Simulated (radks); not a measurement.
Problem. Isoelectronic series with 3 electrons, each ion in its NIST ground configuration. Method: non-relativistic Kohn-Sham, PBE, spin-polarised, spherical densities, point nucleus; open shells are filled with parallel spins first (spin-orbit coupling, left out, can overturn this in heavy ions); computed with a radial shooting solver on a logarithmic mesh with Libxc functionals. Total energies (hartree) and orbital eigenvalues (eV):

ion    configuration  E (hartree)      2s up    1s down      1s up
Li          [He] 2s1     -7.46218    -3.2278   -51.5107   -51.7368
B2+         [He] 2s1    -23.38919   -32.6561  -210.4841  -211.2860
F6+         [He] 2s1    -82.25423  -173.6858  -855.7501  -857.7351
Al10+       [He] 2s1   -177.12126  -423.6496  -1936.529  -1939.703
P12+        [He] 2s1   -238.05498  -589.4569  -2640.199  -2643.969
Cl14+       [He] 2s1   -307.98878  -782.4783  -3452.720  -3457.084
K16+        [He] 2s1   -386.92263  -1002.713  -4374.088  -4379.048
Sc18+       [He] 2s1   -474.85651  -1250.160  -5404.304  -5409.859
V20+        [He] 2s1   -571.79043  -1524.820  -6543.367  -6549.518
Mn22+       [He] 2s1   -677.72436  -1826.691  -7791.277  -7798.023
Co24+       [He] 2s1   -792.65831  -2155.775  -9148.032  -9155.374
Cu26+       [He] 2s1   -916.59228  -2512.070  -10613.63  -10621.57
Ga28+       [He] 2s1  -1049.52626  -2895.577  -12188.08  -12196.62
As30+       [He] 2s1  -1191.46024  -3306.296  -13871.38  -13880.51
Br32+       [He] 2s1  -1342.39424  -3744.226  -15663.52  -15673.24
Rb34+       [He] 2s1  -1502.32824  -4209.368  -17564.50  -17574.82
Nb38+       [He] 2s1  -1849.19627  -5221.286  -21693.01  -21704.52
Tc40+       [He] 2s1  -2036.13029  -5768.063  -23920.53  -23932.64

Estimate the row of N4+ ([He] 2s1).

Solution. E (hartree) -48.32120; 2s up -89.5417; 1s down -478.6602; 1s up -480.0520.
